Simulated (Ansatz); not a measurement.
`SC1[SiH2]S1`, relaxed with RKS PBE-D4/def2-SVP in the Gaussian-basis code of Ansatz from a rough embedded geometry. The force threshold is 0.03 eV/Å; the program also tests the step.

The species carries charge 0 and has multiplicity 1.

Start:

```xyz
8

S    -1.415    1.256   -0.083
C    -0.063    0.388    0.498
Si    0.940   -0.429   -0.744
S    -0.343   -1.245    0.698
H    -2.315    0.839    0.905
H     0.491    0.908    1.272
H     0.382   -0.875   -2.086
H     2.322   -0.841   -0.460
```

How much energy does the relaxation release, and in how many steps? (Best estimate.)

Computed: 97.71 kJ/mol, in 7 steps.

Which bonds change most? (Best estimate.)

Computed: C2–S4 from 1.669 to 1.905 Å; S1–C2 from 1.708 to 1.796 Å; C2–Si3 from 1.793 to 1.874 Å; S1–H5 from 1.400 to 1.367 Å.

Give the relaxed structure. (An estimate is asked.)

The calculation gave: 
```xyz
8

S    -1.538    1.220   -0.179
C    -0.120    0.335    0.475
Si    0.926   -0.675   -0.707
S    -0.250   -1.533    0.828
H    -2.289    1.224    0.962
H     0.394    0.856    1.303
H     0.462   -0.781   -2.125
H     2.415   -0.647   -0.558
```
